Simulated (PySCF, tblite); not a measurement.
Isomers of C6H15NSi, one GFN2-xTB conformer each. Single-point energies are computed at PBE0/pcSseg-1 (PySCF, gas phase, no added dispersion term), electronic only.

**Question.** Rank them by PBE0/pcSseg-1 energy, lowest first (kcal/mol).
A. `[CH3:1][CH:2]([CH3:3])[C@@H:4]1[CH2:5][NH:6][SiH2:7][CH2:8]1` with C1–C2–C4–C5 -54°, C2–C4–C5–N6 -166°, C4–C5–N6–Si7 30°, C5–N6–Si7–C8 -8°, N6–Si7–C8–C4 -16°
B. `[H]/[N:8]=[CH:7]\[C:4]([SiH2:3][CH2:2][CH3:1])([CH3:5])[CH3:6]` with C1–C2–Si3–C4 178°, C2–Si3–C4–C5 62°, Si3–C4–C7–N8 101°
C. `[CH2:1]=[CH:2][C@H:3]([CH3:4])[SiH2:5][NH:6][CH2:7][CH3:8]` with C1–C2–C3–C4 -142°, C2–C3–Si5–N6 54°, C3–Si5–N6–C7 177°, Si5–N6–C7–C8 -151°
D. `[CH2:1]=[CH:2][N:3]([SiH2:4][CH3:5])[CH:6]([CH3:7])[CH3:8]` with C1–C2–N3–Si4 6°, C2–N3–Si4–C5 173°, C2–N3–C6–C7 59°
E. `[CH2:1]=[CH:2][N:3]([SiH3:4])[C@@H:5]([CH3:6])[CH2:7][CH3:8]` with C1–C2–N3–Si4 -1°, C2–N3–C5–C6 -62°, N3–C5–C7–C8 60°
F. `[CH3:1][CH2:2][CH2:3][C@H:4]1[CH2:5][NH:6][SiH2:7][CH2:8]1` with C1–C2–C3–C4 177°, C2–C3–C4–C5 64°, C3–C4–C5–N6 165°, C4–C5–N6–Si7 -30°, C5–N6–Si7–C8 8°, N6–Si7–C8–C4 16°
G. `[CH3:1][CH2:2][CH2:3][N:4]1[CH2:5][CH2:6][CH2:7][SiH2:8]1` with C1–C2–C3–N4 60°, C2–C3–N4–C5 78°, C3–N4–C5–C6 -166°, N4–C5–C6–C7 -40°, C5–C6–C7–Si8 37°, C6–C7–Si8–N4 -21°

**Answer.** A (0.0), F (0.1), G (4.7), D (16.3), C (20.3), B (24.1), E (25.1).

As drawn, the lowest has an N–H bond and an Si–C bond, which the highest lacks; the highest has a C=C bond outside aromatic rings, which the lowest lacks. Neighbours under 2.5 kcal/mol apart (CC(C)[C@@H]1CN[SiH2]C1 and CCC[C@H]1CN[SiH2]C1; [H]/N=C\C(C)(C)[SiH2]CC and C=CN([SiH3])[C@@H](C)CC) can change places with a better method, another conformer or zero-point energy. GFN2-xTB itself gives, in the same order: 1.6, 2.2, 0.0, 19.0, 29.6, 43.8, 12.8. GFN2-xTB puts CCCN1CCC[SiH2]1 lowest instead; measured from each level's own lowest isomer, the values differ by up to 19.7 kcal/mol ([H]/N=C\C(C)(C)[SiH2]CC: 43.8 against 24.1).

**Question.** Which frontier levels, dipoles and rotational constants go with these structures?

**Answer.** 
| SMILES | HOMO (eV, PBE0/pcSseg-1) | LUMO (eV) | dipole (D) | A, B, C (MHz) |
| --- | --- | --- | --- | --- |
| CC(C)[C@@H]1CN[SiH2]C1 | -6.45 | 0.91 | 0.87 | 3385, 1039, 839.8 |
| CCC[C@H]1CN[SiH2]C1 | -6.45 | 0.93 | 0.88 | 4810, 758.5, 685.9 |
| CCCN1CCC[SiH2]1 | -6.07 | 0.82 | 0.71 | 2822, 1132, 1005 |
| C=CN([SiH2]C)C(C)C | -5.75 | 1.02 | 2.03 | 1752, 1457, 974.0 |
| C=C[C@H](C)[SiH2]NCC | -6.62 | 0.17 | 0.85 | 2563, 819.3, 775.7 |
| [H]/N=C\C(C)(C)[SiH2]CC | -7.12 | -0.09 | 2.32 | 2342, 1068, 909.4 |
| C=CN([SiH3])[C@@H](C)CC | -5.86 | 0.76 | 1.53 | 1868, 1241, 1129 |

**Question.** What happens when harmonic zero-point energies from GFN2-xTB frequencies are added?

**Answer.** 
```json
{"SMILES": "CC(C)[C@@H]1CN[SiH2]C1", "ZPE (kcal/mol)": "124.9", "electronic (kcal/mol)": "0.0", "with ZPE (kcal/mol)": "0.0"}
{"SMILES": "CCC[C@H]1CN[SiH2]C1", "ZPE (kcal/mol)": "125.0", "electronic (kcal/mol)": "0.1", "with ZPE (kcal/mol)": "0.2"}
{"SMILES": "CCCN1CCC[SiH2]1", "ZPE (kcal/mol)": "125.0", "electronic (kcal/mol)": "4.7", "with ZPE (kcal/mol)": "4.8"}
{"SMILES": "C=CN([SiH2]C)C(C)C", "ZPE (kcal/mol)": "122.2", "electronic (kcal/mol)": "16.3", "with ZPE (kcal/mol)": "13.6"}
{"SMILES": "C=C[C@H](C)[SiH2]NCC", "ZPE (kcal/mol)": "122.3", "electronic (kcal/mol)": "20.3", "with ZPE (kcal/mol)": "17.7"}
{"SMILES": "[H]/N=C\\C(C)(C)[SiH2]CC", "ZPE (kcal/mol)": "122.4", "electronic (kcal/mol)": "24.1", "with ZPE (kcal/mol)": "21.7"}
{"SMILES": "C=CN([SiH3])[C@@H](C)CC", "ZPE (kcal/mol)": "121.4", "electronic (kcal/mol)": "25.1", "with ZPE (kcal/mol)": "21.6"}
```

The zero-point energies span 3.6 kcal/mol. The lowest isomer stays, but the order above it changes.

**Question.** As an exercise, what shares would exp(−E/RT) give at 1000 K from these electronic energies alone (no entropy, no degeneracies)?

**Answer.** RT = 1.987 kcal/mol: CC(C)[C@@H]1CN[SiH2]C1 48.6 %, CCC[C@H]1CN[SiH2]C1 46.8 %, CCCN1CCC[SiH2]1 4.6 %, C=CN([SiH2]C)C(C)C under 0.1 %, C=C[C@H](C)[SiH2]NCC under 0.1 %, [H]/N=C\C(C)(C)[SiH2]CC under 0.1 %, C=CN([SiH3])[C@@H](C)CC under 0.1 %.
